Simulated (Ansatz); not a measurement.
Calculated with Ansatz (gas phase, PBE0-D4/def2-TZVP geometries, no zero-point term in ΔE). CCSD(T)/CBS adds triple-zeta CCSD(T) − MP2 to the extrapolated MP2 energy (def2 sets, frozen cores). Functionals use def2-TZVPP. One conformer a species, not always the lowest.

Consider the formal exchange of groups at the Si–O bond: `C=C[Si](O)(O)O` + `C=C(F)S` → `C=C[Si](O)(O)S` + `C=C(O)F`.

`C=C[Si](O)(O)O`:

```xyz
12

C     1.492   -1.025   -0.920
C     0.235   -0.598   -1.008
Si   -0.593    0.395    0.312
O    -2.093   -0.233    0.464
O     0.292    0.363    1.697
O    -0.766    1.982   -0.049
H     2.106   -0.817   -0.048
H     1.969   -1.596   -1.713
H    -0.326   -0.835   -1.910
H    -2.743    0.302    0.923
H     0.457   -0.494    2.092
H    -0.029    2.556    0.160
```

`C=C(F)S`:

```xyz
7

C    -0.716   -0.170   -0.606
C     0.270    0.490   -0.024
F     0.601    1.722   -0.426
S     1.325    0.020    1.296
H    -0.988   -1.165   -0.286
H    -1.261    0.292   -1.417
H     0.770   -1.189    1.463
```

`C=C[Si](O)(O)S`:

```xyz
12

C     1.699    1.284   -0.182
C     1.158    0.077   -0.325
Si   -0.580   -0.321    0.152
O    -1.209    1.094    0.687
O    -1.405   -0.990   -1.102
S    -0.745   -1.791    1.692
H     1.131    2.111    0.232
H     2.726    1.494   -0.469
H     1.771   -0.723   -0.737
H    -2.038    1.040    1.166
H    -1.317   -0.549   -1.950
H    -1.192   -2.726    0.837
```

`C=C(O)F`:

Cartesian coordinates in Å:
```
C -0.316 -0.976 0.286
C -0.027 0.278 -0.005
O 1.012 0.704 -0.725
F -0.786 1.298 0.413
H -1.189 -1.200 0.879
H 0.323 -1.768 -0.070
H 0.983 1.664 -0.777
```

| level | ΔE (kJ/mol) |
| --- | --- |
| PBE-D4 | 31.1 |
| r2SCAN-D4 | 38.4 |
| ωB97X-V | 37.6 |
| B2PLYP | 46.4 |
| r2SCAN | 38.8 |
| MP2/def2-TZVPP | 47.5 |
| MP2/CBS(def2) | 48.8 |
| CCSD/CBS(def2) | 48.6 |

Task: What does CCSD(T)/CBS give? (An estimate is asked.)

Result: The calculation gave: +47.7 kJ/mol. The listed levels differ from it by -16.6, -9.3, -10.1, -1.3, -8.9, -0.2, 1.1, 0.9 kJ/mol.

Largest T1 diagnostic among the species: 0.012.
